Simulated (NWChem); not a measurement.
# H3BO2; SMILES OBO

```xyz
6

B     -0.4687    -0.0204     0.0000
H     -1.6792    -0.0123     0.0000
O      0.1556    -1.2191     0.0000
H      1.1155    -1.1202     0.0000
O      0.2730     1.1205     0.0000
H     -0.2651     1.9165     0.0000
```
Atoms are numbered in this order, from 1.

Program: NWChem. Structure relaxed at the PBE0/def2-SVP level. Isotropic polarisability at PBE0/aug-cc-pVDZ. A Cauchy series cut after its second term is a line in ω².

```
row      ω² (10⁻³ Ha²)  α (bohr³)
-------  -------------  ---------
static            0.00      24.94
1065 nm           1.83      25.12
589 nm            5.98   withheld
400 nm           12.97      26.26
```

Question: Fit a straight line of the last column on the one before it, predict the withheld value, and compare with the run.

Answer: 
1. Means of the 3 shown rows: x = 4.933, y = 25.440. Slope Σ(x − x̄)(y − ȳ)/Σ(x − x̄)² = 10.05/98.56 = 0.1020; intercept 24.937.
2. The shown rows scatter about the line by 0.003 (root mean square); the largest residual is 0.00, at 1065 nm.
3. At x = 5.98 (589 nm; inside the shown range) the line gives 25.55.
4. The run gives 25.52, -0.03 from the line. The intercept estimates α(0), and the slope, 102 bohr³/Ha², the next Cauchy moment.
